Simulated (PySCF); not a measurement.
**Ionisation energy of Lu⁵²⁺ by level of theory**

Lu⁵²⁺ [Ar] 3d1 (2D) → Lu⁵³⁺ [Ar] (1S), as a difference of total energies. Calculation: PySCF 2.14, in an even-tempered Gaussian basis (17 s from 12 bohr⁻², ratio 2.5; 12 p from 16 bohr⁻², ratio 2.5; 7 d from 16 bohr⁻², ratio 2.5; 4 f from 55 bohr⁻², ratio 2.7; 3 g from 83 bohr⁻², ratio 2.7); scalar relativity by spin-free X2C-1e. Correlated levels: outer shells: [Ne] frozen; virtual orbitals above 40 to 60 times the deepest correlated orbital energy dropped. The calculations carry no spin-orbit coupling.

| method | ionisation energy (eV) |
| --- | --- |
| UHF | 4766.9 |
| LDA | 4767.3 |
| PBE | 4768.8 |
| PBE0 | 4768.7 |
| r2SCAN | 4769.7 |
| BHandHLYP | 4769.0 |
| M06-L | 4768.7 |
| MP2 (outer shells) | 4766.6 |
| SCS-MP2 (outer shells) | 4766.5 |

A first-order spin-orbit estimate (lowest level to lowest level, LS coupling) adds 37.915 eV.

Breit and QED terms and the two-electron picture change are absent.

First order in ζ underestimates the shift of j = l − 1/2 levels at high Z.

For comparison: 4803 ± 4 eV (theoretical estimate listed by NIST; NIST Atomic Spectra Database, ionization energies).
